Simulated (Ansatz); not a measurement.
Relaxation of the cluster K₄Na₄ with RKS B3LYP/def2-SVP.

```sh
$ ansatz run in.yaml --threads 4 --pin off --events-out ev --progress --plain --max-ram 4787MiB
```

```yaml
crystal:
  periodic: [false, false, false]
  atoms:
    - {symbol: Na, position_ang: [2.312430, 0.133240, 2.345510]}
    - {symbol: Na, position_ang: [3.201400, -0.103560, -0.852940]}
    - {symbol: Na, position_ang: [-0.611740, -2.048900, -0.500150]}
    - {symbol: Na, position_ang: [-2.174130, 1.373360, -0.551050]}
    - {symbol: K, position_ang: [1.822330, -0.715040, -3.750290]}
    - {symbol: K, position_ang: [-3.120130, -3.814190, 0.486340]}
    - {symbol: K, position_ang: [-1.184170, 4.309440, -1.369550]}
    - {symbol: K, position_ang: [-0.245990, 0.865650, 4.192130]}
basis:
  gaussian: {orbitals: def2-SVP}
hamiltonian: {xc: {name: B3LYP}}
scf: {lower_state_search: "off"}
output: {orbitals: {seedname: orbitals}}
relax: {f_tol: 0.02, max_steps: 100}
```

Run time 3.4 min (4 threads of Arm Neoverse N1 on a shared host).

Positions (Å) and forces (eV/Å) at steps 1, 2, 3, 4, 5, 6, 7, 8, 9, 10, 11, 13, 16, 19, 22 of 22:

```xyz
8
step=1 energy=-82951.7579 eV
Na    2.312    0.133    2.346    0.228   -0.087   -0.131
Na    3.201   -0.104   -0.853    0.096    0.039    0.229
Na   -0.612   -2.049   -0.500    0.375    0.268   -0.073
Na   -2.174    1.373   -0.551   -0.076   -0.403    0.120
K     1.822   -0.715   -3.750   -0.205   -0.039   -0.242
K    -3.120   -3.814    0.486   -0.262   -0.136    0.101
K    -1.184    4.309   -1.370    0.136    0.294   -0.078
K    -0.246    0.866    4.192   -0.292    0.063    0.074
8
step=2 energy=-82951.8809 eV
Na    2.247    0.101    2.328    0.206   -0.081   -0.105
Na    3.121   -0.122   -0.869    0.092    0.038    0.204
Na   -0.429   -2.000   -0.460    0.324    0.225   -0.037
Na   -2.108    1.329   -0.501   -0.062   -0.361    0.110
K     1.681   -0.723   -3.784   -0.195   -0.021   -0.214
K    -3.025   -3.745    0.509   -0.224   -0.093    0.080
K    -1.096    4.304   -1.344    0.124    0.240   -0.064
K    -0.392    0.856    4.122   -0.265    0.053    0.027
8
step=3 energy=-82952.0734 eV
Na    2.287    0.062    2.328    0.134   -0.059   -0.027
Na    3.125   -0.121   -0.847    0.059    0.021    0.099
Na   -0.254   -1.933   -0.406    0.222    0.134    0.016
Na   -2.082    1.208   -0.440   -0.029   -0.232    0.075
K     1.537   -0.701   -3.841   -0.160    0.009   -0.114
K    -3.038   -3.689    0.525   -0.122   -0.010    0.037
K    -1.028    4.311   -1.337    0.084    0.109   -0.028
K    -0.547    0.862    4.019   -0.189    0.028   -0.058
8
step=4 energy=-82952.2137 eV
Na    2.360    0.022    2.353    0.079   -0.044    0.023
Na    3.152   -0.114   -0.824    0.027    0.011    0.026
Na   -0.102   -1.876   -0.345    0.152    0.068    0.050
Na   -2.075    1.084   -0.385   -0.013   -0.137    0.044
K     1.392   -0.663   -3.879   -0.132    0.032   -0.035
K    -3.068   -3.625    0.530   -0.045    0.047    0.009
K    -0.974    4.303   -1.331    0.057    0.013    0.000
K    -0.684    0.869    3.881   -0.125    0.010   -0.117
8
step=5 energy=-82952.3190 eV
Na    2.422   -0.017    2.393    0.053   -0.037    0.035
Na    3.166   -0.105   -0.818    0.011    0.014    0.006
Na    0.030   -1.836   -0.274    0.113    0.033    0.066
Na   -2.078    0.978   -0.355   -0.012   -0.093    0.015
K     1.251   -0.612   -3.879   -0.122    0.044    0.002
K    -3.075   -3.538    0.530   -0.008    0.071   -0.002
K    -0.922    4.262   -1.315    0.049   -0.036    0.016
K    -0.793    0.869    3.719   -0.085    0.003   -0.138
8
step=6 energy=-82952.4192 eV
Na    2.478   -0.059    2.436    0.036   -0.031    0.036
Na    3.168   -0.086   -0.815    0.003    0.022   -0.003
Na    0.155   -1.807   -0.188    0.085    0.014    0.071
Na   -2.096    0.875   -0.364   -0.013   -0.072   -0.015
K     1.097   -0.546   -3.851   -0.116    0.051    0.027
K    -3.066   -3.436    0.524    0.009    0.075   -0.008
K    -0.859    4.191   -1.288    0.049   -0.062    0.026
K    -0.878    0.868    3.545   -0.054    0.003   -0.134
8
step=7 energy=-82952.5154 eV
Na    2.523   -0.099    2.481    0.025   -0.025    0.030
Na    3.162   -0.050   -0.815   -0.005    0.030   -0.007
Na    0.266   -1.792   -0.094    0.062    0.002    0.064
Na   -2.114    0.781   -0.407   -0.016   -0.063   -0.044
K     0.928   -0.466   -3.794   -0.107    0.052    0.043
K    -3.049   -3.347    0.516    0.017    0.065   -0.010
K    -0.777    4.097   -1.249    0.054   -0.071    0.032
K    -0.939    0.876    3.362   -0.031    0.010   -0.108
8
step=8 energy=-82952.5991 eV
Na    2.556   -0.132    2.519    0.012   -0.018    0.023
Na    3.147    0.002   -0.818   -0.013    0.036   -0.009
Na    0.356   -1.791   -0.009    0.048   -0.004    0.051
Na   -2.140    0.684   -0.479   -0.017   -0.051   -0.055
K     0.764   -0.385   -3.725   -0.093    0.046    0.046
K    -3.026   -3.267    0.501    0.015    0.042   -0.010
K    -0.680    3.986   -1.197    0.059   -0.071    0.037
K    -0.978    0.904    3.208   -0.013    0.021   -0.083
8
step=9 energy=-82952.6714 eV
Na    2.572   -0.157    2.550    0.003   -0.011    0.014
Na    3.115    0.074   -0.827   -0.021    0.040   -0.009
Na    0.434   -1.797    0.068    0.033   -0.009    0.034
Na   -2.173    0.589   -0.568   -0.019   -0.034   -0.044
K     0.606   -0.309   -3.651   -0.067    0.029    0.033
K    -3.003   -3.216    0.482    0.014    0.017   -0.008
K    -0.553    3.856   -1.122    0.063   -0.063    0.041
K    -0.997    0.960    3.070   -0.007    0.031   -0.061
8
step=10 energy=-82952.7192 eV
Na    2.571   -0.170    2.566   -0.004   -0.005    0.005
Na    3.067    0.156   -0.840   -0.026    0.042   -0.006
Na    0.485   -1.809    0.117    0.022   -0.008    0.019
Na   -2.209    0.525   -0.634   -0.025   -0.020   -0.027
K     0.494   -0.269   -3.606   -0.042    0.009    0.014
K    -2.978   -3.202    0.466    0.014    0.002   -0.006
K    -0.421    3.739   -1.034    0.065   -0.051    0.040
K    -1.009    1.029    2.964   -0.004    0.030   -0.040
8
step=11 energy=-82952.7527 eV
Na    2.557   -0.175    2.571   -0.006   -0.002   -0.001
Na    3.000    0.256   -0.852   -0.028    0.041   -0.005
Na    0.521   -1.817    0.146    0.016   -0.005    0.008
Na   -2.254    0.490   -0.675   -0.022   -0.002   -0.011
K     0.418   -0.273   -3.594   -0.025   -0.004    0.007
K    -2.948   -3.206    0.453    0.014   -0.003   -0.005
K    -0.274    3.641   -0.951    0.058   -0.048    0.033
K    -1.021    1.085    2.902   -0.008    0.023   -0.026
8
step=13 energy=-82952.7960 eV
Na    2.507   -0.153    2.548   -0.009    0.008   -0.002
Na    2.882    0.453   -0.886   -0.002    0.009   -0.010
Na    0.589   -1.819    0.161    0.010    0.001    0.003
Na   -2.364    0.522   -0.685   -0.011    0.012   -0.002
K     0.292   -0.375   -3.570   -0.015   -0.013    0.009
K    -2.850   -3.217    0.392    0.012   -0.001   -0.010
K     0.030    3.443   -0.814    0.026   -0.014    0.011
K    -1.086    1.147    2.853   -0.010   -0.002    0.002
8
step=16 energy=-82952.8544 eV
Na    2.398    0.235    2.457   -0.003    0.041   -0.006
Na    3.024    0.428   -1.171    0.030   -0.045   -0.031
Na    0.765   -1.749    0.309    0.005   -0.016    0.035
Na   -2.618    0.827   -0.669   -0.003    0.036   -0.008
K    -0.057   -0.691   -3.335    0.004    0.017    0.006
K    -2.611   -3.161    0.016   -0.003   -0.005   -0.006
K     0.443    3.132   -0.546   -0.028    0.006    0.009
K    -1.345    0.980    2.940   -0.002   -0.035    0.001
8
step=19 energy=-82952.9224 eV
Na    2.376    0.770    2.301   -0.003   -0.002    0.001
Na    3.162    0.139   -1.305   -0.024   -0.003   -0.003
Na    0.966   -1.947    0.576    0.021   -0.003    0.000
Na   -2.856    1.208   -0.807   -0.006    0.010   -0.006
K    -0.171   -0.642   -3.133    0.018    0.007    0.019
K    -2.559   -3.009   -0.050   -0.006    0.009    0.007
K     0.502    3.012   -0.423   -0.003   -0.005   -0.009
K    -1.420    0.469    2.841    0.004   -0.013   -0.009
8
step=22 energy=-82952.9266 eV
Na    2.365    0.803    2.302    0.003   -0.004    0.000
Na    3.137    0.141   -1.303   -0.002    0.001    0.000
Na    1.050   -2.031    0.589    0.001   -0.001    0.001
Na   -2.914    1.271   -0.841    0.000    0.001   -0.002
K    -0.159   -0.647   -3.071    0.001    0.002    0.004
K    -2.572   -2.945   -0.029    0.002    0.002    0.002
K     0.491    3.010   -0.431   -0.002    0.000   -0.003
K    -1.397    0.396    2.785   -0.002   -0.002   -0.001
```

The restricted singlet is unstable towards broken spin symmetry in Hartree–Fock (as tested in another run); at B3LYP/def2-SVP this wasn't settled. The structure comes from a short search, and lower isomers may exist.
